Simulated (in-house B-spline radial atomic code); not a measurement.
Computed with a B-spline radial atomic code. Model: two electrons, singlet ground state, non-relativistic, full CI in B-splines with partial waves to l = 8 (at full coupling up to 3e-4 hartree above the limit, correlation up to 0.6 % small), density held at that of full coupling by Lieb maximisation.

Along the adiabatic connection the electron repulsion is scaled by a coupling λ while a local potential keeps the density fixed. At λ = 0 the system is the Kohn-Sham one and W equals the exchange energy; the exchange-correlation energy is the area under W between 0 and 1. The kinetic energy rises with λ as the electrons avoid each other, with dT/dλ = −λ dW/dλ.

Command:
```bash
python run_ac.py task.json out
```
Settings (lengths in bohr, energies in hartree):
```
potential              coulomb
strength               3.48
lmax                   8
wall_radius            0.473
```

Run time, properties included: 2 s on 1 thread of Intel(R) Xeon(R) Processor @ 2.30GHz (shared host).

**W = mean repulsion less Hartree energy, and W of three functionals.**

Given: confinement point charge; nuclear charge 3.48; hard wall radius 0.473 bohr; external potential -Z/r.

Computed: LDA exchange minus exact 605.65 millihartree; SCAN exchange minus exact 5.3969 millihartree.

```json
{"coupling": "0", "W xc (hartree)": "-4.215", "W xc minus exchange (millihartree)": "0", "kinetic minus Kohn-Sham (millihartree)": "0", "LDA (PW92) W minus its exchange (millihartree)": "0", "PBE W minus its exchange (millihartree)": "0", "SCAN W minus its exchange (millihartree)": "0"}
{"coupling": "0.02", "W xc (hartree)": "-4.217", "W xc minus exchange (millihartree)": "-1.981", "kinetic minus Kohn-Sham (millihartree)": "0", "LDA (PW92) W minus its exchange (millihartree)": "-15.51", "PBE W minus its exchange (millihartree)": "-2.91", "SCAN W minus its exchange (millihartree)": "-1.94"}
{"coupling": "0.05", "W xc (hartree)": "-4.2199", "W xc minus exchange (millihartree)": "-4.944", "kinetic minus Kohn-Sham (millihartree)": "0.1", "LDA (PW92) W minus its exchange (millihartree)": "-33.17", "PBE W minus its exchange (millihartree)": "-7.28", "SCAN W minus its exchange (millihartree)": "-4.82"}
{"coupling": "0.12", "W xc (hartree)": "-4.2268", "W xc minus exchange (millihartree)": "-11.817", "kinetic minus Kohn-Sham (millihartree)": "0.7", "LDA (PW92) W minus its exchange (millihartree)": "-66.93", "PBE W minus its exchange (millihartree)": "-17.43", "SCAN W minus its exchange (millihartree)": "-11.46"}
{"coupling": "0.25", "W xc (hartree)": "-4.2394", "W xc minus exchange (millihartree)": "-24.435", "kinetic minus Kohn-Sham (millihartree)": "3", "LDA (PW92) W minus its exchange (millihartree)": "-117.84", "PBE W minus its exchange (millihartree)": "-36.01", "SCAN W minus its exchange (millihartree)": "-23.56"}
{"coupling": "0.4", "W xc (hartree)": "-4.2538", "W xc minus exchange (millihartree)": "-38.76", "kinetic minus Kohn-Sham (millihartree)": "7.7", "LDA (PW92) W minus its exchange (millihartree)": "-167.06", "PBE W minus its exchange (millihartree)": "-56.95", "SCAN W minus its exchange (millihartree)": "-37.19"}
{"coupling": "0.6", "W xc (hartree)": "-4.2725", "W xc minus exchange (millihartree)": "-57.479", "kinetic minus Kohn-Sham (millihartree)": "17", "LDA (PW92) W minus its exchange (millihartree)": "-223.61", "PBE W minus its exchange (millihartree)": "-84.01", "SCAN W minus its exchange (millihartree)": "-54.91"}
{"coupling": "0.8", "W xc (hartree)": "-4.2908", "W xc minus exchange (millihartree)": "-75.776", "kinetic minus Kohn-Sham (millihartree)": "29.8", "LDA (PW92) W minus its exchange (millihartree)": "-273.37", "PBE W minus its exchange (millihartree)": "-110.11", "SCAN W minus its exchange (millihartree)": "-72.16"}
{"coupling": "1", "W xc (hartree)": "?", "W xc minus exchange (millihartree)": "?", "kinetic minus Kohn-Sham (millihartree)": "?", "LDA (PW92) W minus its exchange (millihartree)": "?", "PBE W minus its exchange (millihartree)": "?", "SCAN W minus its exchange (millihartree)": "?"}
{"coupling": "1.4", "W xc (hartree)": "-4.3432", "W xc minus exchange (millihartree)": "-128.25", "kinetic minus Kohn-Sham (millihartree)": "87.4", "LDA (PW92) W minus its exchange (millihartree)": "-397.79", "PBE W minus its exchange (millihartree)": "-183.14", "SCAN W minus its exchange (millihartree)": "-121.42"}
{"coupling": "2", "W xc (hartree)": "-4.3923", "W xc minus exchange (millihartree)": "-177.33", "kinetic minus Kohn-Sham (millihartree)": "170.6", "LDA (PW92) W minus its exchange (millihartree)": "-499.17", "PBE W minus its exchange (millihartree)": "-249.37", "SCAN W minus its exchange (millihartree)": "-167.45"}
{"coupling": "3", "W xc (hartree)": "-4.4673", "W xc minus exchange (millihartree)": "-252.34", "kinetic minus Kohn-Sham (millihartree)": "357.5", "LDA (PW92) W minus its exchange (millihartree)": "-637.84", "PBE W minus its exchange (millihartree)": "-347.61", "SCAN W minus its exchange (millihartree)": "-238.08"}
{"coupling": "4.5", "W xc (hartree)": "-4.5661", "W xc minus exchange (millihartree)": "-351.1", "kinetic minus Kohn-Sham (millihartree)": "726", "LDA (PW92) W minus its exchange (millihartree)": "-802.5", "PBE W minus its exchange (millihartree)": "-473.26", "SCAN W minus its exchange (millihartree)": "-332.23"}
{"coupling": "7", "W xc (hartree)": "?", "W xc minus exchange (millihartree)": "?", "kinetic minus Kohn-Sham (millihartree)": "?", "LDA (PW92) W minus its exchange (millihartree)": "?", "PBE W minus its exchange (millihartree)": "?", "SCAN W minus its exchange (millihartree)": "?"}
{"coupling": "10", "W xc (hartree)": "-4.8287", "W xc minus exchange (millihartree)": "-613.69", "kinetic minus Kohn-Sham (millihartree)": "2570.7", "LDA (PW92) W minus its exchange (millihartree)": "-1195.4", "PBE W minus its exchange (millihartree)": "-800.32", "SCAN W minus its exchange (millihartree)": "-593.4"}
```

Task: What belongs in the row 1?

Result: W xc (hartree): -4.3087; W xc minus exchange (millihartree): -93.663; kinetic minus Kohn-Sham (millihartree): 45.9; LDA (PW92) W minus its exchange (millihartree): -318.3; PBE W minus its exchange (millihartree): -135.29; SCAN W minus its exchange (millihartree): -88.97.

Task: What belongs in the row 7?

Result: W xc (hartree): -4.7016; W xc minus exchange (millihartree): -486.56; kinetic minus Kohn-Sham (millihartree): 1498.2; LDA (PW92) W minus its exchange (millihartree): -1010.1; PBE W minus its exchange (millihartree): -642.15; SCAN W minus its exchange (millihartree): -464.6.

Task: What is the PBE exchange minus exact?

Result: 186.86 millihartree.

**Energy parts, natural occupations and partial-wave weights.**

Computed: total energy 9.2033 hartree; kinetic part of the DFT correlation energy 0.045925 hartree; initial slope twice GL2 -0.099158 hartree; kinetic part over minus potential part 0.49032; Hartree energy 8.43 hartree; Kohn-Sham kinetic 47.409 hartree; Lieb Oxford ratio E_xc over LDA exchange 1.181.

```
natural  occupation of the shell (electrons)
      s                               1.9988
      p                            0.0010189
      s                           7.3087e-05
      d                                    ?
      p                           1.0821e-05
      f                           7.4921e-06
```

Task: What belongs in the row d?

Result: occupation of the shell (electrons): 5.3991e-05.

| wave | weight |
| --- | --- |
| s | 0.99945 |
| p | 0.00051516 |
| d | 2.8252e-05 |
| f | ? |
| g | 9.6819e-07 |

Task: What belongs in the row f?

Result: weight: 4.0884e-06.

Task: What is the exchange energy?

Result: -4.215 hartree.

Task: What is the correlation energy?

Result: -0.047738 hartree.

Half-way to full coupling W has made 51 % of its drop, against 50 % for a straight line, and second-order (GL2) theory, half the initial slope, overshoots the correlation energy by about 4 %: correlation is weak here. Over couplings 0 to 1 the errors in E_xc come to about +468 millihartree for LDA, +165 millihartree for PBE, +7.5 millihartree for SCAN, so SCAN is nearest. In LDA and PBE the errors of exchange and correlation have opposite signs, so the sum is smaller than the larger of the two.
